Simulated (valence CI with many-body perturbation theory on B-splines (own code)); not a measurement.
Tl¹⁰⁺: key properties

Level of theory: configuration interaction combined with many-body perturbation theory (CI+MBPT): three valence electrons over a frozen Dirac-Fock core [Xe] 4f14, radial functions for each j: 9 s, 9 p, 10 d, 8 f, 5 g, 3 h, 1 i, with the one-electron correlation potential Σ1 (screened to all orders), the two-electron term Σ2, the three-electron term Σ3, Breit, model QED; selected single and double excitations, second order for the rest, scaled by the run's own slope (own B-spline code, finite nucleus).

No measured spectrum was set against this ion. As an estimate, terms of the open shell hold to 2 to 4 % of their energy, and close levels can change places. Core correlation moves these levels by up to 12000 cm⁻¹, and in measured spectra 5 to 20 % of such shifts remained as error; rates that hang on mixing are uncertain with them. The list stops below the first excitations out of the core. Only levels of the ground parity were solved; by the run's estimate the other parity begins above the list, which can be wrong where configurations are misplaced.

Levels are named by their leading jj configuration (3d3/2^4 stands for four electrons in 3d with j = 3/2), which in mixed levels can hold well under half, so a name can repeat and another be missing.

Rates and lifetimes use the calculated energies. Strong lines usually hold to 10 to 20 %, long lifetimes can be off by a factor of two.

(1) What is the ground level?

(2) Name the longest-lived excited levels whose lifetime is computed, and their main decay.

(3) What is the ionisation energy?

(4) How well does LS coupling describe the low levels?

Results:

(1) (5d3/2^3) J=3/2, composition 68 % 5d3 4F + 24 % 5d3 2D + 5 % 5d3 2P, g = 0.570.

(2) (5d3/2^2 5d5/2) J=9/2 at 3.781 eV lives 2.35 s, mostly by M1 to (5d3/2^2 5d5/2) J=7/2; (5d3/2^2 5d5/2) J=7/2 at 3.372 eV lives 44.0 ms, mostly by M1 to (5d3/2^2 5d5/2) J=5/2.

(3) 178.22 eV; NIST lists 177 ± 2.4 eV (theoretical).

(4) Among the lowest 20 levels the leading LS term, summed over configurations, holds 69 % on average. For single configurations the figures are 69 % in LS and 84 % in jj coupling. Terms mix most in the J = 9/2 level at 3.781 eV, where the leading one holds 42 %.
